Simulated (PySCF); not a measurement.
Structure with atom numbers: `[CH3:1][CH2:2][n:3]1[cH:4][cH:5][cH:6][cH:7]1`; H(Xn) means a hydrogen on atom n.

GIAO PBE0/pcSseg-1 shifts (PySCF 2.14, gas phase, non-relativistic, equivalent atoms averaged), each against references optimised in the same way as the molecule (TMS, NH3).

On the GFN2-xTB geometry: C4/C7 122.2, C5/C6 114.6, C2 47.6, C1 22.2, N3 191.4, H(C4)/H(C7) 6.57, H(C5)/H(C6) 6.38, H(C2) 3.92, H(C1) 1.35 ppm.

Task: What changes on the PBE0-D3(BJ)/def2-SVP geometry?

Result: 
```tsv
atoms	δ (ppm)	change
C4/C7	122.9	+0.7
C5/C6	114.7	+0.1
C2	46.3	-1.3
C1	20.7	-1.5
N3	193.6	+2.2
H(C4)/H(C7)	6.52	-0.05
H(C5)/H(C6)	6.28	-0.10
H(C2)	3.62	-0.30
H(C1)	1.26	-0.09
```

Bonds between heavy atoms that differ most (equivalent bonds averaged): C5–C6 1.408 → 1.421 Å, C4–C5 1.368 → 1.379 Å, N3–C4 1.359 → 1.369 Å, C1–C2 1.529 → 1.520 Å, C2–N3 1.437 → 1.445 Å. Mean change of bonds to hydrogen: C–H +0.013 Å.
